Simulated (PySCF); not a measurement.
CH5NbO3, SMILES [Nb](=[O])([CH3])([OH])[OH], multiplicity 1. Heavy atoms are numbered as in [Nb:1](=[O:2])([OH:3])([OH:5])[CH3:7]. Hydrogens are named by the atom that carries them.

The structure is a stationary point at B3LYP-D3(BJ)/def2-SVP. The spin state was assumed, not searched. The structure was generated by enumeration; whether it is a known compound was not checked. The def2 effective core potentials stand for the cores of Nb; spin–orbit coupling is left out. One conformer was computed; it need not be the lowest.

Method: CAM-B3LYP/def2-TZVP run with PySCF.

ESP charges are fitted to the potential on shells at 1.4 to 2.0 van der Waals radii. Atomic charges (e), one atom of each kind:

```csv
atom,ESP fit,Mulliken
Nb1,1.51,1.65
O2,-0.62,-0.58
O3 (OH),-0.76,-0.76
H on O3,0.43,0.35
C7 (CH3),-0.69,-0.69
H on C7,0.15,0.15
```
